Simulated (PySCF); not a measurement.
Compound: C₃H₆GeOSi.
SMILES: `C([SiH2]C#[C][GeH3])=O`

Jobs on this species (12 atoms, 78 electrons) with PySCF (density fitting). Hardware of each: an Arm Neoverse V1 with one thread, on a shared host. Other jobs ran on the host; a repeat could differ by tens of per cent or more. Peak memory is the resident size of the whole Python process, interpreter and libraries included.

| level and settings | work | basis functions | SCF cycles | wall time | peak memory |
| --- | --- | --- | --- | --- | --- |
| delta-SCF UKS PBE0, pcX-2 on the ionised atom, pcseg-1 elsewhere, spin-free X2C | ΔSCF core ionisation, 6 holes | 173 | ? | ? | ? |
| delta-SCF UKS SCAN, pcX-1 on the ionised atom, pcseg-1 elsewhere, spin-free X2C | ΔSCF core ionisation, 6 holes | 153 | ? | ? | ? |
| PBE0-D3(BJ)/def2-SVP, grid level 1 | geometry optimisation from a GFN2-xTB start shaken at random | 136 | 160 | 3.1 min | 0.56 GiB |
| delta-SCF UKS SCAN, def2-TZVP on the ionised atom, pcseg-1 elsewhere, spin-free X2C | ΔSCF core ionisation, 6 holes | 150 | 250 | 82 s | 0.44 GiB |
| delta-SCF UKS SCAN, pcX-2 on the ionised atom, pcseg-1 elsewhere, non-relativistic | ΔSCF core ionisation, 6 holes | 173 | 255 | 87 s | 0.63 GiB |
| delta-SCF UKS SCAN, pcX-2 on the ionised atom, pcseg-1 elsewhere, spin-free X2C | ΔSCF core ionisation, 6 holes | 173 | 257 | 89 s | 0.64 GiB |
| delta-SCF UKS PBE, pcX-2 on the ionised atom, pcseg-1 elsewhere, spin-free X2C | ΔSCF core ionisation, 6 holes | 173 | 271 | 55 s | 0.56 GiB |
| delta-SCF UKS B3LYP, pcX-2 on the ionised atom, pcseg-1 elsewhere, spin-free X2C | ΔSCF core ionisation, 6 holes | 173 | 102 | 81 s | 0.73 GiB |

Fill in the missing figures.

- delta-SCF UKS PBE0, pcX-2 on the ionised atom, pcseg-1 elsewhere, spin-free X2C; ΔSCF core ionisation, 6 holes: 78 s, 0.75 GiB, 102 SCF cycles
- delta-SCF UKS SCAN, pcX-1 on the ionised atom, pcseg-1 elsewhere, spin-free X2C; ΔSCF core ionisation, 6 holes: 73 s, 0.47 GiB, 249 SCF cycles

What do all jobs in the table cost together?

About 12 min; the longest takes about 25 % of that, and about 3.4 times as long as the shortest.
